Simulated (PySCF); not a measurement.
**Au₂Te, singlet: structure and spectrum**

All numbers come from PBE0 in PySCF with Te def2-TZVP with ECP28, Au def2-TZVP with ECP60; scalar-relativistic core potentials, no spin–orbit coupling; density-fitted integrals.

The structure is a minimum.

Z-matrix (Å, degrees; charge 0 multiplicity 1):
```
Te
Au 1 2.5130
Au 1 2.5130 2 88.43
```

| Quantity | Value |
| --- | --- |
| Point group | C2v |
| Bond lengths | Te–Au 2.513 Å (×2) |
| Bond angles | Au–Te–Au 88.4° |
| Zero-point energy | 2.5 kJ/mol |
| Lowest empty level | -2.97 eV |
| Rotational constants | 0.0532, 0.01393, 0.01104 cm⁻¹ |
| Principal polarisabilities | 78.1, 107.5, 146.7 bohr³ |
| Highest occupied level | -5.90 eV |
| Atomisation energy without zero-point energy | 443 kJ/mol |
| Rotational symmetry number | 2 |
| Heat capacity Cp at 298.15 K | 57.0 J/(mol K) |
| Principal quadrupole moments (Buckingham, traceless) about the centre of mass | -10.40, 1.53, 8.88 D Å |
| Dipole moment | 2.15 D |
| Entropy at 298.15 K and 1 bar | 355.6 J/(mol K) |
| Enthalpy at 298.15 K above 0 K | 15.18 kJ/mol |

Harmonic modes (masses in u: Te 129.906, Au 196.967):
| symmetry | ω (cm⁻¹) | IR (km/mol) |
| --- | --- | --- |
| a1 | 32 | 0.1 |
| b2 | 192 | 0.0 |
| a1 | 202 | 0.1 |

In C2v the vibrations span 2a1 + b2. Here b1 is antisymmetric to the molecular plane and b2 lies in it.

Charges (e):
| atom | Mulliken | Löwdin | polar tensor | Mayer order to Te1 |
| --- | --- | --- | --- | --- |
| Te1 | -0.34 | 0.10 | -0.13 | – |
| Au2,3 | 0.17 | -0.05 | 0.06 | 1.19 |

Mulliken populations on Te1 (electrons outside its core potential): s 3.97, p 10.22, d 10.12, f 0.04.

This need not be the most stable arrangement of these atoms. No spin–orbit coupling is included, which matters more the heavier the element.

The final relaxation and frequency run took about 6 core-minutes on a shared host.
